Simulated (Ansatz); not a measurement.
MnF3. Total charge 0; quintet. Geometry relaxed at r2SCAN-D4/def2-TZVP.

Cartesian coordinates in Å:
```
Mn -0.1532 0.1101 -0.0485
F 1.2009 -0.8629 0.3804
F -1.5384 -0.6605 0.6857
F 0.4906 1.4133 -1.0176
```

Question: Estimate the harmonic wavenumbers at UKS r2SCAN-D4/def2-TZVP (Ansatz, unscaled). Is this a minimum?

Answer: 163, 173, 184, 649, 733, 774 cm⁻¹. Yes, no mode is imaginary beyond noise. Zero-point energy 16.0 kJ/mol. Run time 43 s (2 threads of Intel Xeon 6975P-C on a shared host).
